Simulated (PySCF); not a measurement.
# Assigning NMR signals

Structure with atom numbers: `[CH2:1]=[C:2]([C:3]#[C:4][CH3:5])/[CH:6]=[CH:7]/[SiH2:8][C:9]#[N:10]` (H(Xn): hydrogen on atom n). Ha(C1) is cis to C3; Hb(C1) is trans to C3.

- GFN2-xTB geometry
- NMR shieldings at PBE0/pcSseg-1/GIAO
- program: PySCF 2.14
- no solvent model, a single conformation, no relativistic terms, fast rotation and ring inversion assumed for equivalent nuclei

δ = σ(ref) − σ, references computed at the same level: 13C and 1H against TMS.

Task: Assign these signals to the numbered atoms. 13C{1H} NMR (computed): δ 159.2 (CH), 137.5 (C), 137.3 (CH2), 123.1 (C), 123.0 (CH), 100.4 (C), 82.4 (C), 5.5 (CH3).

Result: 
| δ (ppm) | atoms | environment | reason |
| --- | --- | --- | --- |
| 159.2 | C6 | alkene CH | the olefinic region |
| 137.5 | C2 | fully substituted alkene carbon | the olefinic region |
| 137.3 | C1 | terminal =CH2 carbon | as expected for a trigonal carbon in a double bond |
| 123.1 | C9 | nitrile carbon | C≡N carbons fall here, among the sp2 signals but without a proton |
| 123.0 | C7 | alkene CH | as expected for a trigonal carbon in a double bond |
| 100.4 | C4 | alkyne carbon | the triple bond shields along its axis, which puts it between sp3 and sp2 carbons |
| 82.4 | C3 | alkyne carbon | – |
| 5.5 | C5 | propargylic methyl carbon | saturated and bonded to C and H only |

C2 and C1; C9 and C7 lie closer than the usual error of such a calculation, so a measured spectrum could show them in the other order.

Task: Assign these signals to the numbered atoms. 1H NMR (300 MHz, computed): δ 7.29 (d, 1H), 6.27 (m, 1H), 6.14 (m, 1H), 5.99 (m, 1H), 4.84 (d, 2H), 2.27 (s, 3H).

Result: 
| δ (ppm) | atoms | environment | reason |
| --- | --- | --- | --- |
| 7.29 | H(C6) | hydrogen on an alkene CH | attached to an sp2 carbon and in the plane of the double bond |
| 6.27 | H(C7) | hydrogen on an alkene CH | – |
| 6.14 | Ha(C1) | hydrogen on a terminal =CH2 carbon | attached to an sp2 carbon and in the plane of the double bond |
| 5.99 | Hb(C1) | hydrogen on a terminal =CH2 carbon | – |
| 4.84 | H(Si8) | hydrogen on a silicon bonded to 2 C | – |
| 2.27 | H(C5) | hydrogen on a propargylic methyl carbon | – |

Shifts are as computed. Against solution values, carbons near 30 ppm lie about +3 ppm off and those near 130 ppm about +5 ppm. Of 1309 compounds with measured shifts, 239 miss one by over three times the rms of a fit or turn the order of signals round; such compounds aren't used in these exercises. No couplings were computed; multiplicities are counted from neighbouring protons, with m where these are inequivalent, close in shift, in a saturated or five-membered ring or joined by F or P, and br s for small geminal =CH2 splittings.
